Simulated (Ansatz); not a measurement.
Conformers of GeH8N2O2Si (`[NH2][GeH2][Si](N)(O)O`), each relaxed with PBE0-D4/def2-TZVP in Ansatz. CBS adds the triple-zeta coupled-cluster correction to the MP2 limit.

Outer-core shells of Ge are correlated without core-valence functions. Scalar relativity is left out up to krypton. Spin–orbit coupling is left out.

Not all of them had a frequency check.

Conformer A:

Cartesian coordinates in Å:
```
N -0.094 1.701 2.241
Ge 0.897 0.493 1.239
Si -0.249 -0.374 -0.665
N 0.518 -1.507 -1.708
O -0.581 0.952 -1.583
O -1.567 -1.136 -0.039
H -0.946 1.281 2.593
H -0.367 2.505 1.690
H 2.178 1.236 0.811
H 1.289 -0.646 2.202
H 1.275 -1.200 -2.299
H 0.686 -2.445 -1.378
H -0.939 0.797 -2.459
H -2.098 -1.657 -0.645
```

Conformer B:

```xyz
14

N     0.482    1.243   -2.095
Ge    0.173    1.414   -0.276
Si   -0.329   -0.796    0.470
N     0.313   -0.971    2.037
O     0.317   -1.868   -0.598
O    -1.938   -1.145    0.455
H     0.729    2.108   -2.557
H     1.201    0.561   -2.298
H     1.374    2.031    0.498
H    -0.991    2.416   -0.135
H     0.247   -1.847    2.532
H     1.138   -0.458    2.302
H    -0.219   -2.061   -1.370
H    -2.497   -0.628    1.036
```

**Question.** Which is lowest in electronic energy at CCSD(T)/CBS (frozen core, def2 sets), and by how much? (Estimate.)

**Answer.** Ansatz gave: B; A lies 1.2 kJ/mol higher. Gaps under about 2 kJ/mol don't settle the order.

**Question.** Give the energies relative to B (kJ/mol) with r2SCAN-D4/def2-TZVPP, B3LYP-D4/def2-TZVPP, ωB97X-V/def2-TZVPP, ωB97M-V/def2-TZVPP, PBE0/def2-TZVPP, SCS-MP2/def2-QZVPP, CCSD/CBS(def2). (An estimate is asked.)

**Answer.** Ansatz gave: 
```tsv
level	A
r2SCAN-D4/def2-TZVPP	1.6
B3LYP-D4/def2-TZVPP	1.3
ωB97X-V/def2-TZVPP	1.9
ωB97M-V/def2-TZVPP	2.1
PBE0/def2-TZVPP	0.9
SCS-MP2/def2-QZVPP	0.7
CCSD/CBS(def2)	1.5
```

B3LYP here is the variant with VWN-RPA as its local correlation; programs differ in this.
